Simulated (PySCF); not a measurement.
BrGeH₃Te, SMILES [GeH3][Te]Br.

Coordinates come from a B3LYP-D3(BJ)/def2-SVP optimisation. This is a generated structure with no PubChem entry under its InChIKey; it may be hypothetical. The def2 effective core potentials stand for the cores of Te; spin–orbit coupling is left out.

The numbers are results of PBE0/def2-TZVPD run with PySCF, not measurements.

Symmetry labels are those of the subgroup Cs that the program uses (full group Cs).

Computed valence orbital energies around the gap with their symmetry:
| orbital | symmetry | energy (eV) |
|---|---|---|
| HOMO−7 | A' | -15.40 |
| HOMO−6 | A' | -10.58 |
| HOMO−5 | A" | -10.28 |
| HOMO−4 | A' | -9.94 |
| HOMO−3 | A' | -9.34 |
| HOMO−2 | A" | -8.84 |
| HOMO−1 | A' | -7.93 |
| HOMO | A" | -6.52 |
| LUMO | A' | -2.94 |
| LUMO+1 | A' | -1.22 |
| LUMO+2 | A' | -0.02 |
| LUMO+3 | A' | 0.62 |
